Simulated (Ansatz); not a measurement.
Program: Ansatz. Geometries: PBE0-D4/def2-TZVP. ΔE: electronic, gas phase. CCSD(T)/CBS adds triple-zeta CCSD(T) − MP2 to the extrapolated MP2 energy (def2 sets, frozen cores). This one scheme is used for every species. Functionals use def2-TZVPP. For Se outer-core shells are correlated without core-valence functions, which leaves a few kJ/mol of doubt a bond. Scalar relativity is left out up to krypton. Each species was taken in one conformer, which may not be the lowest.

Consider the hydrogenolysis of the Se–C bond: `C[Se][SiH2]N` + H₂ → `N[SiH2][SeH]` + CH₄.

```
             level  ΔE (kJ/mol)
           PBE0-D4        -76.1
SCS-MP2/def2-TZVPP        -73.3
```

Question: What does CCSD(T)/CBS give? (An estimate is asked.)

Answer: The calculation gave: -74.1 kJ/mol. The listed levels differ from it by -2.0, 0.8 kJ/mol.

Largest T1 diagnostic among the species: 0.010.

The D4 term adds +10.2 kJ/mol with B3LYP and +5.6 kJ/mol with PBE0; it sums over pairs of atoms, weighted by their polarisabilities, and B3LYP, whose exchange is more repulsive, gets the larger term. At CCSD(T), def2-SVP lies −16.2 kJ/mol from the extrapolated value and def2-TZVPP −1.1 kJ/mol.

CCSD(T)/CBS has its own doubt, a few kJ/mol and more with outer-core shells, so smaller differences from it don't rank the levels.

B3LYP here is the variant with VWN-RPA as its local correlation; programs differ in this.
